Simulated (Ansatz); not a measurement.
`FC[CH2][GeH2][F]` → `FC[CH](F)[GeH3]`  (isomerisation)

Gas-phase electronic energies from Ansatz, PBE0-D4/def2-TZVP geometries. CCSD(T)/CBS adds triple-zeta CCSD(T) − MP2 to the extrapolated MP2 energy (def2 sets, frozen cores). For Ge outer-core shells are correlated without core-valence functions, which leaves a few kJ/mol of doubt a bond. Scalar relativity is left out up to krypton. One conformer a species, not always the lowest.

| level | ΔE (kcal/mol) |
| --- | --- |
| MP2/def2-TZVPP | 41.4 |
| CCSD/def2-TZVPP | 39.1 |

(1) What does CCSD(T)/CBS give? (Estimate.)

Largest T1 diagnostic among the species: 0.012.

Results:

(1) Computed: +39.1 kcal/mol. The listed levels differ from it by 2.3, 0.0 kcal/mol.

From PBE to PBE0 (25 % exact exchange), in def2-TZVPP and without D4, ΔE moves by +1.2 kcal/mol.
